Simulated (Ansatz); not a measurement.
Basis-set extrapolation for `N=[CH][Al]([F])[SH]` (PBE0-D4/def2-TZVP geometry, frozen core, the Gaussian-basis code of Ansatz). Multiplicity 1, RHF reference.

|  | def2-TZVPP | def2-QZVPP |
| --- | --- | --- |
| HF | -833.161444 | -833.188759 |
| MP2 correlation | -0.856616 | -0.927571 |
| CCSD(T) correlation | -0.925905 | not run |

Energies in hartree. Use E(X) = E(∞) + A·exp(−7.88·√X) for Hartree–Fock and E(X) = E(∞) + B·X^(−2.97) for correlation, with X = 3 and 4, and add CCSD(T) minus MP2 of the smaller set to the MP2 limit.

Problem. What is the CCSD(T) energy at the basis-set limit?

Solution. HF limit: -833.188759 + (-0.027315) × 0.13774 = -833.19252. MP2 limit: -0.927571 + (-0.070955) × 0.74074 = -0.98013. Higher-order term: -0.925905 − (-0.856616) = -0.06929. Total: -834.24194 hartree, 405.9 kJ/mol below CCSD(T)/def2-TZVPP.
